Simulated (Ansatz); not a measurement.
`OC(=S)[TeH]`. Total charge 0; spin multiplicity 1. Te: def2 effective core potential.

```xyz
6

O    -1.372   -0.369    0.696
C    -0.457   -0.044   -0.220
S    -0.840    0.155   -1.768
Te    1.510    0.170    0.592
H    -0.994   -0.454    1.580
H     2.153    0.542   -0.880
```

Task: What are the harmonic wavenumbers in cm⁻¹ at PBE0-D4/def2-TZVP (Ansatz, finite differences of forces, unscaled)? (An estimate is asked.)

Result: The calculation gave: 53, 216, 289, 403, 498, 533, 655, 972, 1234, 1385, 2196, 3785.

Task: Is this a minimum?

Result: Yes, all 12 modes are real.

Task: Give the ideal-gas thermochemistry at 298.15 K and 1 bar (rigid rotor, harmonic oscillator; point group Cs, symmetry number 1).

Result: Zero-point energy 73.1 kJ/mol; H(298) − E = 90.2 kJ/mol; entropy 335.3 J/(mol·K), of which translation 174.3, rotation 115.5, vibration 45.6; G(298) − E = -9.8 kJ/mol. Modes under 100 cm⁻¹ are hindered rotations or soft bends, so the harmonic entropy is rough.

Task: And at 400, 500, 600, 800 and 1000 K?

Result: 
```json
{"T (K)": "400", "H − E (kJ/mol)": "98.7", "S (J/mol/K)": "360.1", "G − E (kJ/mol)": "-45.3"}
{"T (K)": "500", "H − E (kJ/mol)": "108.0", "S (J/mol/K)": "380.7", "G − E (kJ/mol)": "-82.3"}
{"T (K)": "600", "H − E (kJ/mol)": "117.9", "S (J/mol/K)": "398.7", "G − E (kJ/mol)": "-121.3"}
{"T (K)": "800", "H − E (kJ/mol)": "139.0", "S (J/mol/K)": "428.9", "G − E (kJ/mol)": "-204.2"}
{"T (K)": "1000", "H − E (kJ/mol)": "161.3", "S (J/mol/K)": "453.8", "G − E (kJ/mol)": "-292.5"}
```

Task: Rotational constants (cm⁻¹)?

Result: 0.233, 0.05038, 0.04142.
